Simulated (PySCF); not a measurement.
Molecule: SMILES CO[Si@@H](C)OCC#N, C$_{4}$H$_{9}$NO$_{2}$Si.

Geometry (Å), atoms numbered from 1 in this order:
```xyz
17

C    -1.467    2.064   -0.780
O    -0.415    1.202   -0.458
Si   -0.466   -0.180    0.404
C    -1.584   -1.518   -0.323
O     1.022   -0.818    0.308
C     2.236   -0.193    0.600
C     3.321   -1.150    0.514
N     4.173   -1.909    0.450
H    -1.911    2.488    0.124
H    -2.245    1.537   -1.337
H    -1.065    2.870   -1.395
H    -0.803    0.151    1.796
H    -2.627   -1.223   -0.255
H    -1.359   -1.700   -1.370
H    -1.474   -2.459    0.204
H     2.429    0.623   -0.110
H     2.227    0.227    1.616
```

Frames of a GFN2-xTB Langevin trajectory at 200 K; GIAO PBE0/pcSseg-1 shieldings in PySCF 2.14, gas phase, non-relativistic; equivalent atoms averaged within each frame.

Scale: TMS for $^{13}$C (σ = 186.93 ppm) and $^{29}$Si (σ = 349.16 ppm) and $^{1}$H (σ = 31.72 ppm); $^{17}$O (σ = 336.08 ppm) vs H2O; $^{15}$N (σ = 267.73 ppm) against NH3 (reference shieldings calculated alike). The references are static minima.

Problem. How do the shifts (ppm) fluctuate along the trajectory?

Solution. 
```csv
time (fs),C7,C6,C1,C4,O5,O2,Si3,N8,H17,H16
250,121.6,55.9,51.6,1.2,32.7,23.7,-21.6,311.2,6.04,5.75
425,124.5,47.3,49.1,0.6,27.7,16.8,-10.4,309.0,4.48,6.33
625,125.2,54.7,51.1,-1.4,52.6,24.6,-20.5,306.2,4.62,3.83
800,131.5,46.6,42.9,2.3,29.3,15.2,-22.7,328.1,4.10,4.26
1000,117.7,52.3,49.3,3.6,41.1,12.9,-28.9,302.9,4.04,4.70
mean of frames,124.1,51.3,48.8,1.3,36.7,18.6,-20.8,311.5,4.66,4.97
standard deviation,5.1,4.3,3.5,1.9,10.3,5.2,6.7,9.8,0.81,1.04
```

5 frames give an uncertainty of the mean of about the standard deviation over 2.2 at best, since frames this close in time may not be independent; classical motion lacks zero-point vibration, and the reference would need the same averaging.
